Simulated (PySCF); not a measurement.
Species: C7H7NO.
SMILES: `C=NC1=CC=CC(O)=C1`

The closed-shell SCF was solved with PySCF and density fitting under several settings on one GFN2-xTB geometry (grid level 2 and gas phase unless stated).

```
                                                             settings  basis functions  SCF cycles     E (Eh)  HOMO (eV)  LUMO (eV)  dipole (D)
B97-2/cc-pVDZ, IEF-PCM chloroform, fitting basis def2-universal-jkfit              161          11  -400.8039      -6.07      -0.96        1.69
                                         PW91/3-21G, start guess atom               95          12  -398.5294      -5.00      -1.70        1.28
```

Problem. Estimate the rows for these settings: (1) HF/3-21G, IEF-PCM dichloromethane, start guess sap; (2) PBE0/def2-SVPD.

Solution. 
| settings | basis functions | SCF cycles | E (Eh) | HOMO (eV) | LUMO (eV) | dipole (D) |
| --- | --- | --- | --- | --- | --- | --- |
| HF/3-21G, IEF-PCM dichloromethane, start guess sap | 95 | 13 | -396.2176 | -8.58 | 3.02 | 2.62 |
| PBE0/def2-SVPD | 239 | 14 | -400.1745 | -6.50 | -1.23 | 1.53 |

Problem. Over all rows, what range does the HOMO–LUMO gap span?

Solution. From 3.30 eV (PW91/3-21G, start guess atom) to 11.60 eV (HF/3-21G, IEF-PCM dichloromethane, start guess sap). The functional of the narrowest has no exact exchange, that of the widest 100 % exact exchange.

Problem. And the dipole moment?

Solution. From 1.28 D (PW91/3-21G, start guess atom) to 2.62 D (HF/3-21G, IEF-PCM dichloromethane, start guess sap); the largest is 2.05 times the smallest, and the median is 1.61 D.

Cycle counts include a coarse-grid stage where the run had one. The species at its GFN2-xTB geometry (one conformer only).

Shape of the structure used: `[CH2:1]=[N:2][c:3]1[cH:4][cH:5][cH:6][c:7]([OH:8])[cH:9]1`: C1–N2–C3–C4 -47°, H–O8–C7–C6 -179°.
